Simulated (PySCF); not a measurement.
**Nuclear quadrupole coupling in `COC(=O)CC([SiH3])[SiH3]`**

Species: C₄H₁₂O₂Si₂.
Structure used (GFN2-xTB), in Å, numbered top down from 1:
```xyz
20
C4H12O2Si2 angstrom
C      3.5703   -0.0687   -0.3113
O      2.3571    0.6561   -0.1387
C      1.2167   -0.0153   -0.2889
O      1.1646   -1.1960   -0.5372
C      0.0052    0.8518   -0.1092
C     -1.1202    0.0667    0.5600
Si    -2.6828    1.1447    0.6687
Si    -1.3949   -1.6280   -0.3003
H      3.8754   -0.0299   -1.3586
H      3.4318   -1.1097   -0.0144
H      4.3166    0.4160    0.3139
H     -0.3068    1.1649   -1.1106
H      0.2864    1.7481    0.4482
H     -0.8022   -0.1497    1.5852
H     -3.7221    0.4436    1.4183
H     -2.3563    2.3981    1.3622
H     -3.1501    1.4759   -0.6797
H     -0.6670   -2.7247    0.3255
H     -2.8245   -1.9332   -0.0944
H     -1.2023   -1.5000   -1.7417
```

Field gradients from the PBE0/pcSseg-1 density (PySCF, non-relativistic), principal values in atomic units, ordered |Vxx| ≤ |Vyy| ≤ |Vzz|:

```json
{"atom": "O2", "Vxx": "-0.5794", "Vyy": "-1.1334", "Vzz": "1.7128"}
{"atom": "O4", "Vxx": "0.6694", "Vyy": "0.7776", "Vzz": "-1.4471"}
```

Q: Find the asymmetry η = (Vxx − Vyy)/Vzz and the couplings χ = eQV/h (234.96 MHz × Q in barn × V in au), with Q(17O) = −0.0256 b.

A: 
```
atom                 environment  nucleus     η  χzz (MHz)  χxx (MHz)  χyy (MHz)
  O2  ester single-bonded oxygen      17O  0.32     -10.30       3.49       6.82
  O4       ester carbonyl oxygen      17O  0.07       8.70      -4.03      -4.68
```

The tensor is traceless: Vxx + Vyy + Vzz = 0.

Q: What is Vzz at O4 in SI units (1 au = 9.71736 × 10²¹ V/m²)?

A: -1.4471 au = -14.062 × 10²¹ V/m².

Q: What couplings would deuterons (Q(2H) = 0.00286 b) have in place of the hydrogens, at this geometry?

A: 
```json
{"atom": "H9", "bonded to": "C1", "bond length (Å)": "1.091", "Vzz (au)": "0.2982", "η": "0.09", "χzz (kHz)": "200"}
{"atom": "H10", "bonded to": "C1", "bond length (Å)": "1.091", "Vzz (au)": "0.2917", "η": "0.10", "χzz (kHz)": "196"}
{"atom": "H11", "bonded to": "C1", "bond length (Å)": "1.088", "Vzz (au)": "0.3053", "η": "0.08", "χzz (kHz)": "205"}
{"atom": "H12", "bonded to": "C5", "bond length (Å)": "1.095", "Vzz (au)": "0.2969", "η": "0.04", "χzz (kHz)": "199"}
{"atom": "H13", "bonded to": "C5", "bond length (Å)": "1.092", "Vzz (au)": "0.2984", "η": "0.03", "χzz (kHz)": "201"}
{"atom": "H14", "bonded to": "C6", "bond length (Å)": "1.095", "Vzz (au)": "0.3074", "η": "0.05", "χzz (kHz)": "207"}
{"atom": "H15", "bonded to": "Si7", "bond length (Å)": "1.461", "Vzz (au)": "0.1652", "η": "0.01", "χzz (kHz)": "111"}
{"atom": "H16", "bonded to": "Si7", "bond length (Å)": "1.469", "Vzz (au)": "0.1590", "η": "0.02", "χzz (kHz)": "107"}
{"atom": "H17", "bonded to": "Si7", "bond length (Å)": "1.465", "Vzz (au)": "0.1623", "η": "0.02", "χzz (kHz)": "109"}
{"atom": "H18", "bonded to": "Si8", "bond length (Å)": "1.458", "Vzz (au)": "0.1688", "η": "0.05", "χzz (kHz)": "113"}
{"atom": "H19", "bonded to": "Si8", "bond length (Å)": "1.476", "Vzz (au)": "0.1532", "η": "0.03", "χzz (kHz)": "103"}
{"atom": "H20", "bonded to": "Si8", "bond length (Å)": "1.460", "Vzz (au)": "0.1679", "η": "0.05", "χzz (kHz)": "113"}
```

Isolated species at its GFN2-xTB geometry (one conformer only). GFN2-xTB frequencies show an imaginary mode (29i cm⁻¹), so this geometry is no minimum at that level. GFN2-xTB bond lengths can be off by several hundredths of an ångström, more for odd bonds, and the gradients follow them. With a basis this small, the couplings can be 20 % off.
